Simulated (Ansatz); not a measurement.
**Worked example: CHBr3 + C2H2FI → CHBr2I + C2H2BrF**

Species: CHBr3 (bromoform) `BrC(Br)Br`, singlet; C2H2FI `C=C(F)I`, singlet; CHBr2I (dibromoiodomethane) `BrC(Br)I`, singlet; C2H2BrF `C=C(F)Br`, singlet. The partners trade Br for I; both sit on C, so the bond types are kept.

Shapes, held fixed at every level: PBE0-D4/def2-TZVP. Programs: Ansatz 0.2.0. Electronic energies: no zero-point or thermal term.

At CCSD(T)/def2-TZVPP; 1 Eh = 2625.50 kJ/mol:

| species | energy (Eh) |
| --- | --- |
| CHBr3 | -7756.741522 |
| C2H2FI | -474.112677 |
| CHBr2I | -5481.173576 |
| C2H2BrF | -2749.682253 |

Work out ΔE of the reaction at this level.


1. Products less reactants: (-5481.173576) + (-2749.682253) − [(-7756.741522) + (-474.112677)] = -0.001630 Eh = -4.3 kJ/mol.

Other levels give -7.0 (HF/def2-SVP) to -4.2 kJ/mol (HF/def2-TZVPP). No measured value is set beside it here. For atoms past krypton def2 sets carry core potentials with scalar relativity. Relativity is left out for Br. Outer-core shells of Br, I are correlated in most correlated rows, in sets that cover them unevenly.
